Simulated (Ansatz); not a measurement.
```yaml
crystal:
  periodic: [false, false, false]
  atoms:
    - {symbol: Os, position_ang: [-0.000003, 0.000003, 0.000002]}
    - {symbol: O, position_ang: [0.010660, -0.018154, 1.692383]}
    - {symbol: O, position_ang: [1.592104, 0.010570, -0.574144]}
    - {symbol: O, position_ang: [-0.805207, 1.385649, -0.544271]}
    - {symbol: O, position_ang: [-0.797554, -1.378057, -0.573960]}
basis:
  gaussian: {orbitals: def2-mTZVPP}
hamiltonian: {xc: {name: PBE0}, dispersion: d4}
```

```sh
$ ansatz run in.yaml --threads 2 --pin off --events-out ev --progress --plain --max-ram 4352MiB
```

Output, abridged:

```
Functional definition: PBE0
1002 factors; their error is unknown
mean field evaluation 1: about -10620.9443 eV, gradient 1.3e2 eV
mean field evaluation 2: about -10468.2028 eV, gradient 3.2e2 eV
mean field evaluation 4: about -10648.7758 eV, gradient 1.1e1 eV
mean field evaluation 8: about -10648.9941 eV, gradient 4.5e-2 eV
mean field evaluation 16: about -10649.0309 eV, gradient 1.5e-5 eV
mean field -10649.03091158 eV, -391.3446678283 hartree, gradient 1.5e-5 eV, S^2 0.000000; 0 other end points of the search recorded, 0 dependent functions left out
reference -10649.03093931 eV, -391.3446688473 hartree; 24, 24 occupied and 108, 108 virtual orbitals, 1002 factors
Total energy: -10649.13537338 eV, -391.3485067285 hartree
```

It took 2 s on 2 threads of Arm Neoverse V2 on a shared host.

In the def2 sets Os takes a core potential; there is no spin–orbit coupling. The restricted singlet is unstable towards broken spin symmetry in Hartree–Fock (as tested in another run); at RKS PBE0/def2-mTZVPP this wasn't settled.
